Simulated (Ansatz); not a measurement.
Reaction: SiNH4F (SMILES [SiH2](F)N) → SiNH4 (SMILES N[SiH2], doublet) + F (doublet) (the F-Si bond breaks)
Each species at its own B3LYP-D3(BJ)/def2-TZVP minimum (Ansatz, an electronic-structure program), one conformer.

Property: bond dissociation energy (electronic), in kJ/mol. UHF or UKS for unpaired electrons; spin-orbit terms are left out. CBS(X,Y): correlation extrapolated as X^-3, Hartree-Fock from the larger set. A bracket is a step between two methods taken in the basis named. The functionals are non-relativistic, so their misses hold any scalar relativity. 'core' is core correlation in cc-pwCVTZ (1s frozen past Ne), 'X2C' scalar relativity in cc-pVTZ-DK, both at CCSD(T).

CCSD(T)/CBS(cc-pV(T+d)Z,cc-pV(Q+d)Z) + [CCSDT(Q) - CCSD(T)]/cc-pV(D+d)Z + core + X2C (Ansatz) gives 677.3 kJ/mol.

### Question
How far off this value is PBE/def2-TZVPD (Ansatz), in which direction, and which of these levels come nearer: r2SCAN/def2-TZVPD, PBE0/def2-TZVPD, wB97M-V/def2-TZVPD, CCSD(T)/CBS(cc-pV(T+d)Z,cc-pV(Q+d)Z) + core + X2C?

### Answer
PBE gives 651.3 kJ/mol, 26.0 kJ/mol below it. Differences of the others: r2SCAN/def2-TZVPD (Ansatz) -30.5; PBE0/def2-TZVPD (Ansatz) -38.9; wB97M-V/def2-TZVPD (Ansatz) -10.0; CCSD(T)/CBS(cc-pV(T+d)Z,cc-pV(Q+d)Z) + core + X2C (Ansatz) -0.3 kJ/mol. Nearer than PBE: wB97M-V/def2-TZVPD, CCSD(T)/CBS(cc-pV(T+d)Z,cc-pV(Q+d)Z) + core + X2C.
